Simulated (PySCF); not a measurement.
C3H9O2Si (SMILES CO[Si](C)(C)[O]), doublet, geometry from GFN2-xTB. Base run: CCSD(T)/STO-3G (PySCF).

The PySCF input:
```python
from pyscf import gto, scf, cc

mol = gto.M(
    atom='''
C     2.36802274   -0.21500238   -0.16436623
O     1.04859943   -0.27066974   -0.60335471
Si   -0.29327736    0.10673374    0.25741138
C    -1.22702195    1.24350352   -1.03720649
C    -1.40459677   -1.46119601   -0.12578853
O    -0.24259776    0.59049239    1.70200510
H     2.42594266    0.14747049    0.86237351
H     2.80578494   -1.21518965   -0.22091133
H     2.93340672    0.45349906   -0.81888214
H    -2.25829570    1.32252498   -0.72879304
H    -1.14605724    0.83583175   -2.03400514
H    -0.74423736    2.20825769   -0.97617609
H    -1.03542597   -2.24284323    0.52255038
H    -2.42482755   -1.21710212    0.12804338
H    -1.31684492   -1.74913359   -1.16299457
''',
    basis='sto-3g',
    spin=1,
    verbose=4,
)

mf = scf.UHF(mol)
mf.kernel()

mycc = cc.CCSD(mf)
mycc.kernel()
et = mycc.ccsd_t()
print('E(CCSD(T)) = %.10f' % (mycc.e_tot + et))
```

Each row names what was changed in the base input (with any setting that the change needs).

```
change                      ΔE vs base (kcal/mol)  MP2 correlation (Eh)  CC correlation without the perturbative part (Eh)  basis functions  core-seconds (rough)
--------------------------  ---------------------  --------------------  -------------------------------------------------  ---------------  --------------------
base                                        0.000              -0.24293                                           -0.31698               43                    20
cc.diis_space = 10                          0.000              -0.24293                                           -0.31698               43                    20
method = mp2                                49.63              -0.24293                                                  -               43                   0.8
cart = on                                   0.000              -0.24293                                           -0.31698               43                    30
cc.level_shift = 0.2                        0.000              -0.24293                                           -0.31698               43                    20
cc.iterative_damping = 0.8                  0.000              -0.24293                                           -0.31698               43                    30
frozen = 9                                   2.71              -0.23824                                           -0.31281               43                     7
cc.diis_space = 3                           0.000              -0.24293                                           -0.31698               43                    40
frozen = 11                                 11.57              -0.22629                                           -0.29903               43                     4
method = ccsd                                3.16              -0.24293                                           -0.31698               43                    20
```

Open shells are given as the SCF converged; they aren't shown to be the lowest states, and a large step between rows can be another state.
